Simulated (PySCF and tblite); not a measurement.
Values are calculated unless marked as measured or tabulated.
## Rotation: stationary points, barriers and rates

System: C₆H₁₂B₂, numbered as in [CH2:1]=[CH:2][B:3]([CH:4]=[CH2:5])[CH2:6][BH:7][CH3:8].

Motion: rotation about the B3–C4 bond (torsion C2–B3–C4–C5 from 161° to 326°, rising). The path came from a restrained scan, a climbing-image band and a saddle search at GFN2-xTB; energies are B3LYP/pcSseg-1 + D3(BJ)//GFN2-xTB, thermal terms GFN2-xTB. Rate constants are transition-state-theory values, counting equivalent paths, without tunnelling. Programs: tblite and PySCF.

```tsv
point	symmetry	E(GFN2) kcal/mol	E(DFT) kcal/mol	ZPE change kcal/mol	lowest mode cm⁻¹	dipole D
start	C1	0.0	0.0	0.00	47	0.46
saddle	C1	1.1	3.5	-0.46	73i	0.85
end	C1	-0.1	-0.2	-0.07	38	0.76
```

* Electronic barrier: 3.5 kcal/mol
* Barrier with zero-point energy: 3.0 kcal/mol
* ΔH‡ (298 K): 2.7 kcal/mol
* ΔS‡ (298 K, symmetry apart): -1.9 cal/(mol K)
* Paths: 1 equivalent path
* End point: a different minimum
* Mean lifetime of the start against this motion at 298 K: 37 ps
* Cost: 85 s on 1 thread of Arm Neoverse V2, on a host shared with other jobs (rough), peak memory 0.89 GiB, launched as `OMP_NUM_THREADS=1 python ens_run.py task.json out`

```tsv
T/K	ΔG‡ kcal/mol	k s⁻¹	ΔG kcal/mol	k back s⁻¹
150	3.0	1.2×10⁸	-0.2	5×10⁷
200	3.1	1.8×10⁹	-0.3	8.9×10⁸
250	3.1	9.2×10⁹	-0.3	5.1×10⁹
298	3.2	2.7×10¹⁰	-0.3	1.6×10¹⁰
350	3.3	6.2×10¹⁰	-0.3	3.8×10¹⁰
400	3.4	1.1×10¹¹	-0.4	7.2×10¹⁰
500	3.6	2.7×10¹¹	-0.4	1.8×10¹¹
```

ΔG and ΔG‡ leave out symmetry numbers and mirror images; rates count paths: 1 out, 1 back.
